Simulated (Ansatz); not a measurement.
Ansatz results at the PBE0-D4/def2-TZVP geometry: HOMO–LUMO gap (PBE0/def2-TZVPP) 4.49 eV; size of the dipole moment (PBE/def2-TZVPP) 2.65 D; HOMO energy (PBE0/def2-TZVPP) -6.75 eV.

Each molecule was computed in one conformer, which needn't be the lowest.

Question: Which molecule gave them?
A. `[NH2][Ti]([OH])([OH])[OH]`
B. `C[O][Ti]([OH])([O]C)[S]C`
C. `[CH3][Ti]([CH3])([CH3])[CH3]`
D. `[OH][Ti]([OH])([SeH])[SeH]`

Answer: D. The others give `C[O][Ti]([OH])([O]C)[S]C`: 5.14, 1.83, -6.48; `[NH2][Ti]([OH])([OH])[OH]`: 6.37, 1.43, -7.42; `[CH3][Ti]([CH3])([CH3])[CH3]`: 6.21, 0.00, -7.52.
